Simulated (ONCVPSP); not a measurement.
**Which change was made? (Ga, ONCV)**

- Element: gallium (Ga)
- Generator: ONCVPSP 4.0.1
- Type: optimised norm-conserving Vanderbilt (ONCV)
- Functional: LDA (Perdew-Zunger)
- Relativity: scalar-relativistic
- Frozen core: [Ne]
- Valence charge: 21
- Reference configuration: 3s2 3p6 3d10 4s2 (charge +1)
- Partial waves: 3s+4s: rc 0.90 bohr, ncon 4, nbas 7, qcut 15.3 1/bohr, 2 projectors; 3p: rc 0.75 bohr, ncon 4, nbas 9, qcut 10.7 1/bohr, 3 projectors, debl 2.6 Ha; 3d: rc 0.65 bohr, ncon 3, nbas 7, qcut 12.3 1/bohr, 1 projector
- Local potential: polynomial inside 0.40 bohr (lpopt 5, dvloc0 -1 Ha)
- Core correction: polynomial model core, fcfact 0.45

In the p channel the program set the typed energies aside and used -3.933, 0.250, 2.850 Ha.

Cutoffs, loose and tight: the cutoffs (Ha) at which the residual kinetic energy of the hardest occupied pseudo-wave falls to 1 and 0.1 mHa per electron. They do not see the model core or the augmentation charge, which bear on the density cutoff. Test errors are all-electron minus pseudo excitation energies from the reference, over the configurations 3s2 3p6 3d10 4s2 4p1; 3s2 3p6 3d10 4s1; 3s2 3p6 3d10 4s0; 3s2 3p6 3d9 4s0; variants that change the core or the reference have their own tests.

The base gives: outcome: generated, projector energies reset by the program; bound ghosts: none; GHOST(+) flags above zero: s; largest test error (meV): -73.

Question: After one change the result is: outcome: generated, projector energies reset by the program; bound ghosts: s, p; GHOST(+) flags above zero: p; largest test error (meV): -66. Which change was it?
A. all radii but the core radius scaled by about 1.27 (s 1.14, p 0.96, d 0.82 bohr); local potential polynomial inside 0.52 bohr (lpopt 5, dvloc0 -1 Ha)
B. all radii but the core radius scaled by about 0.77 (s 0.70, p 0.58, d 0.50 bohr); local potential polynomial inside 0.32 bohr (lpopt 5, dvloc0 -1 Ha)
C. all radii but the core radius scaled by about 0.90 (s 0.82, p 0.68, d 0.58 bohr); local potential polynomial inside 0.36 bohr (lpopt 5, dvloc0 -1 Ha)

Answer: B. The others give: all radii but the core radius scaled by about 0.90 (s 0.82, p 0.68, d 0.58 bohr); local potential polynomial inside 0.36 bohr (lpopt 5, dvloc0 -1 Ha) → outcome: generated, projector energies reset by the program; bound ghosts: p; GHOST(+) flags above zero: s; largest test error (meV): -78 | all radii but the core radius scaled by about 1.27 (s 1.14, p 0.96, d 0.82 bohr); local potential polynomial inside 0.52 bohr (lpopt 5, dvloc0 -1 Ha) → outcome: generated, projector energies reset by the program; bound ghosts: none; GHOST(+) flags above zero: s; largest test error (meV): -50.
